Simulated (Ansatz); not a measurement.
Relaxation of AlClGeH6SSn (11 atoms, charge 0, multiplicity 1), to a largest force component of 0.015 eV/Å in at most 40 steps.

These are results of RKS PBE0-D4/def2-SVP (Ansatz 0.2.0), not measurements.

```xyz
11
Properties=species:S:1:pos:R:3:forces:R:3
Cl -2.943 -1.349 -0.237 0.85 0.18 -0.21
Al -0.815 -1.004 -0.448 -0.38 0.36 -0.82
Sn 0.776 -1.718 1.495 1.01 0.06 0.14
S 0.100 0.067 -2.271 -0.62 -0.82 0.62
Ge -0.124 2.028 -1.289 -0.07 0.58 0.97
H 1.637 -0.285 2.111 -0.37 -0.66 -0.27
H 2.007 -2.869 0.905 -0.57 0.54 0.30
H -0.085 -2.435 2.790 0.05 -0.02 0.02
H -1.602 2.340 -0.867 0.34 -0.17 -0.20
H 0.394 3.137 -2.208 0.02 -0.06 -0.14
H 0.722 2.033 0.041 -0.25 0.00 -0.41
```

Problem. Where does it end, and by what steps?

Solution. The run converged. The force dipped under the threshold on the way, but the program's further checks kept it going. After 37 steps the energy has fallen by 0.391 eV; H9 moved furthest, 1.63 Å.

| step | energy less start (eV) | largest force component (eV/Å) | accepted |
| --- | --- | --- | --- |
| 0 | 0.0000 | 1.010 | yes |
| 2 | -0.2038 | 0.239 | yes |
| 4 | -0.2141 | 0.070 | yes |
| 6 | -0.2190 | 0.118 | yes |
| 8 | -0.2277 | 0.431 | yes |
| 10 | -0.2542 | 0.440 | yes |
| 12 | -0.2951 | 0.479 | yes |
| 14 | -0.3328 | 0.180 | yes |
| 16 | -0.3526 | 0.245 | yes |
| 18 | -0.3595 | 0.009 | yes |
| 20 | -0.3611 | 0.054 | yes |
| 22 | -0.3620 | 0.155 | no |
| 24 | -0.3666 | 0.076 | yes |
| 26 | -0.3702 | 0.116 | yes |
| 28 | -0.3837 | 0.094 | yes |
| 30 | -0.3881 | 0.074 | yes |
| 32 | -0.3902 | 0.026 | yes |
| 34 | -0.3906 | 0.025 | yes |
| 36 | -0.3909 | 0.014 | yes |
| 37 | -0.3910 | 0.015 | yes |

```xyz
11
Properties=species:S:1:pos:R:3
Cl -2.545 -2.745 -0.812
Al -1.202 -1.153 -0.492
Sn 0.527 -1.249 1.506
S -1.389 0.486 -1.915
Ge 0.206 1.867 -1.154
H 0.616 0.265 2.309
H 2.105 -1.611 0.940
H 0.087 -2.439 2.658
H -0.303 2.623 0.083
H 0.493 2.833 -2.310
H 1.471 1.065 -0.794
```

Time of the run: 4.6 min on 2 threads of Arm Neoverse V1, with other jobs on the host, peak memory 0.46 GiB.
